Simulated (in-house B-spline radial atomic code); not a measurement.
A run on La that did not converge. Method: scalar-relativistic (X2C) PBE0, spin-polarised, spherical fractional occupations, Fermi nucleus of rms radius 4.855 fm; computed with a B-spline radial code for spherical atoms.

Command:
```bash
python run_scf.py task.json out
```
Settings (nuclear radius in fm, mass in u):
```
Z                57
configuration    [Xe] 5d0.875 5f0.125 6s2
hamiltonian      x2c
method           pbe0
spin_polarised   True
nucleus          fermi
rms_radius       4.855
atomic_mass      138.90636
speed_of_light   137.035999084
```

First and last ten iterations of the last attempt (damped for 15 steps, keeping 80 % of the old Fock matrix, then DIIS):
```
 iter        energy (Eh)    residual
    1       -8486.216292    4.80e-01
    2       -8488.849564    2.96e-01
    3       -8490.614873    1.93e-01
    4       -8491.452842    1.25e-01
    5       -8491.827358    8.09e-02
    6       -8491.997106    5.20e-02
    7       -8492.072760    3.34e-02
    8       -8492.106091    2.14e-02
    9       -8492.120691    1.38e-02
   10       -8492.127092    8.86e-03
  111       -8492.132415    6.03e-06
  112       -8492.132413    9.44e-06
  113       -8492.132414    1.21e-05
  114       -8492.132414    1.02e-05
  115       -8492.132414    9.99e-06
  116       -8492.132401    2.51e-05
  117       -8492.132411    1.24e-05
  118       -8492.132404    2.12e-05
  119       -8492.132414    4.30e-06
  120       -8492.132414    5.74e-06
 not converged after 120 iterations
```

The smallest residual met was 1.7e-06; the threshold is about 6e-07. No energy from this run should be used. Time taken, with all properties: 14 s on 1 thread of Arm Neoverse V1 (shared host).
